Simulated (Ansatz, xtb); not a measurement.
Species: sum formula HB2O2 (charge +1, singlet). It need not be the lowest isomer of its formula. SMILES: O=BB=[OH+]
Geometry from a B3LYP-D3(BJ)/def2-TZVP (Ansatz, a first-principles code) optimisation:
```xyz
5

O      0.0000     0.0000    -1.9166
B      0.0000     0.0000    -0.7007
B      0.0000     0.0000     0.9380
O      0.0000     0.0000     2.1292
H      0.0000     0.0000    -2.8868
```
Charge +1, spin multiplicity 1.

Harmonic wavenumbers from GFN2-xTB (xtb, at its own minimum), cm⁻¹: 166, 166, 471, 472, 556, 714, 714, 2017, 2168, 3410.

Q: Give the harmonic wavenumbers at B3LYP-D3(BJ)/def2-TZVP (Ansatz, finite differences of forces, unscaled).

A: 178, 178, 215, 215, 458, 458, 601, 1904, 2119, 3757 cm⁻¹. Zero-point energy 14.4 kcal/mol.

Q: From these and the geometry, give the ideal-gas thermochemistry at 298.15 K and 1 atm (rigid rotor, harmonic oscillator).

A: Point group C∞v, rotational symmetry number 1. Rotational constants 3.274, 3.274 GHz. S(trans) 37.92, S(rot) 16.99, S(vib) 10.71, S(elec, spin only) 0.00, S 65.6 cal/(mol K). H(298) - H(0) 3.92 kcal/mol; G - E(el) -1.2 kcal/mol.
